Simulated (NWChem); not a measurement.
CH5ClO2Si; SMILES [Si@H](Cl)(CO)O

```xyz
10

O      0.4977    -2.2495    -0.0820
C     -0.5988    -1.4768     0.3426
Si    -0.5344     0.2584    -0.3921
O     -1.6541     1.3061     0.2255
Cl     1.4074     0.8875     0.0640
H      1.3007    -1.7584     0.1342
H     -0.6866    -1.4229     1.4492
H     -1.5170    -1.9794    -0.0068
H     -0.6948     0.2974    -1.8628
H     -1.6443     1.4828     1.1710
```
Atoms are numbered in this order, from 1.

Geometry: optimised at PBE0/def2-SVP.

Give the principal values of the shielding tensors (ppm) of O1, C2, Si3, O4, Cl5 from B3LYP/6-31G* (spherical d), GIAO (NWChem), with their diamagnetic and paramagnetic parts as GIAO splits them.


```
atom    σ11    σ22     σ33  isotropic  diamagnetic  paramagnetic
----  -----  -----  ------  ---------  -----------  ------------
O1    292.9  294.8   408.9      332.2        388.7         -56.5
C2    112.9  125.7   175.6      138.1        248.1        -110.0
Si3   375.5  395.1   422.5      397.7        881.5        -483.8
O4    248.2  281.9   295.4      275.2        391.7        -116.5
Cl5   821.8  940.5  1034.1      932.1       1148.1        -216.0
```
